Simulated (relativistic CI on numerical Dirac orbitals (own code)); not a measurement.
d2 in a ligand field

Computed with a parametric ligand-field model of a d^n configuration (Racah B and C, spin-orbit zeta, crystal field), exact diagonalisation.

Field parameters in Wybourne normalisation: Oh B⁴₀ = 21Dq, B⁴₄ = √(5/14) B⁴₀. The field is a parameter set, without covalency.

Question: A d2 ion in Oh symmetry has the ground term 3T1 and bands at 3T2 9147 cm⁻¹ (1093 nm), 1T2 10990 cm⁻¹ (910 nm), 1E 11286 cm⁻¹ (886 nm), 3T1 18694 cm⁻¹ (535 nm), 3A2 19397 cm⁻¹ (516 nm), 1A1 21654 cm⁻¹ (462 nm). Which parameters reproduce them?

Answer: B = 710, C = 3150, ζ = 0 cm⁻¹, Oh, 10Dq = 10250 cm⁻¹.

Question: Ground term and bands for B = 920, C = 3380, ζ = 0 cm⁻¹, Oh, 10Dq = 5350 cm⁻¹?

Answer: Ground term 3T1 with 0.11 electrons in the two orbitals of the cubic e set. Spin-allowed: 3T2 4545 cm⁻¹ (2200 nm), 3A2 9895 cm⁻¹ (1011 nm), 3T1 17540 cm⁻¹ (570 nm). Lowest spin-forbidden: 1T2 12569 cm⁻¹ (796 nm), 1E 13288 cm⁻¹ (753 nm), 1T2 20331 cm⁻¹ (492 nm).

Question: Ground term and bands for B = 830, C = 4060, ζ = 0 cm⁻¹, Oh, 10Dq = 34500 cm⁻¹?

Answer: Ground term 3T1 with 0.01 electrons in the two orbitals of the cubic e set. Spin-allowed: 3T2 32593 cm⁻¹ (307 nm), 3T1 43136 cm⁻¹ (232 nm), 3A2 67093 cm⁻¹ (149 nm). Lowest spin-forbidden: 1T2 13439 cm⁻¹ (744 nm), 1E 13562 cm⁻¹ (737 nm), 1A1 30369 cm⁻¹ (329 nm).

Question: A d2 ion in Oh symmetry has the ground term 3T1 and bands at 1T2 6858 cm⁻¹ (1458 nm), 1E 6924 cm⁻¹ (1444 nm), 1A1 15394 cm⁻¹ (650 nm), 3T2 15548 cm⁻¹ (643 nm), 3T1 20897 cm⁻¹ (479 nm), 3A2 32048 cm⁻¹ (312 nm). Which parameters reproduce them?

Answer: B = 420, C = 2080, ζ = 0 cm⁻¹, Oh, 10Dq = 16500 cm⁻¹.

Question: Ground term and bands for B = 1020, C = 4960, ζ = 0 cm⁻¹, Oh, 10Dq = 24250 cm⁻¹?

Answer: Ground term 3T1 with 0.03 electrons in the two orbitals of the cubic e set. Spin-allowed: 3T2 22275 cm⁻¹ (449 nm), 3T1 35600 cm⁻¹ (281 nm), 3A2 46525 cm⁻¹ (215 nm). Lowest spin-forbidden: 1T2 16600 cm⁻¹ (602 nm), 1E 16864 cm⁻¹ (593 nm), 1A1 35017 cm⁻¹ (286 nm).
